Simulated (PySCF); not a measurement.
## Worked example: entropy of an ideal gas

B(Cl)(H)(NHMe) (CH5BClN), SMILES CNBCl.

Coordinates come from a PBE-D3(BJ)/def2-SVP optimisation. One conformer was computed; it need not be the lowest.

PySCF with PBE-D3(BJ)/def2-SVP gives the harmonic wavenumbers 164, 198, 233, 388, 675, 794, 829, 970, 1067, 1103, 1126, 1258, 1393, 1415, 1420, 1515, 2583, 2950, 3015, 3082, 3500 cm⁻¹ and the rotational temperatures 1.8381, 0.1124, 0.1074 K. The molar mass is 77.32 g/mol, the symmetry number 1, the spin multiplicity 1.

Question: Work out the entropy at 298.15 K and 1 atm in the rigid-rotor, harmonic-oscillator model.

Answer: 
Translation (Sackur–Tetrode at 1 atm): S = R[1.5 ln M + 2.5 ln T − 1.16487] = 163.0 J/(mol K).
Rotation: q = (√π/σ) T^1.5/√(θA θB θC) = 61300, S = R[ln q + 3/2] = 104.1 J/(mol K).
Vibration: with u = 1.4388 ν/T, each mode gives R[u/(e^u − 1) − ln(1 − e^−u)]:
```json
[
 {"ν (cm⁻¹)": "164", "modes": "1", "u": "0.79", "S (J/(mol K))": "10.47"},
 {"ν (cm⁻¹)": "198", "modes": "1", "u": "0.96", "S (J/(mol K))": "9.00"},
 {"ν (cm⁻¹)": "233", "modes": "1", "u": "1.12", "S (J/(mol K))": "7.76"},
 {"ν (cm⁻¹)": "388", "modes": "1", "u": "1.87", "S (J/(mol K))": "4.22"},
 {"ν (cm⁻¹)": "675", "modes": "1", "u": "3.26", "S (J/(mol K))": "1.41"},
 {"ν (cm⁻¹)": "794", "modes": "1", "u": "3.83", "S (J/(mol K))": "0.89"},
 {"ν (cm⁻¹)": "829", "modes": "1", "u": "4.00", "S (J/(mol K))": "0.77"},
 {"ν (cm⁻¹)": "970", "modes": "1", "u": "4.68", "S (J/(mol K))": "0.44"},
 {"ν (cm⁻¹)": "1067", "modes": "1", "u": "5.15", "S (J/(mol K))": "0.30"},
 {"ν (cm⁻¹)": "1103", "modes": "1", "u": "5.32", "S (J/(mol K))": "0.26"},
 {"ν (cm⁻¹)": "1126", "modes": "1", "u": "5.43", "S (J/(mol K))": "0.23"},
 {"ν (cm⁻¹)": "1258", "modes": "1", "u": "6.07", "S (J/(mol K))": "0.14"},
 {"ν (cm⁻¹)": "1393", "modes": "1", "u": "6.72", "S (J/(mol K))": "0.08"},
 {"ν (cm⁻¹)": "1415", "modes": "1", "u": "6.83", "S (J/(mol K))": "0.07"},
 {"ν (cm⁻¹)": "1420", "modes": "1", "u": "6.85", "S (J/(mol K))": "0.07"},
 {"ν (cm⁻¹)": "1515", "modes": "1", "u": "7.31", "S (J/(mol K))": "0.05"}
]
```
The stiffer modes add less than 0.005 each. Sum 36.2 J/(mol K).
Spin: R ln 1 = 0.0 J/(mol K).
Total 303.3 J/(mol K); the program's own thermochemistry gives 303.2. Translation makes up 54 % and vibration 12 %. Anharmonicity, hindered rotation and orbital degeneracy are left out.
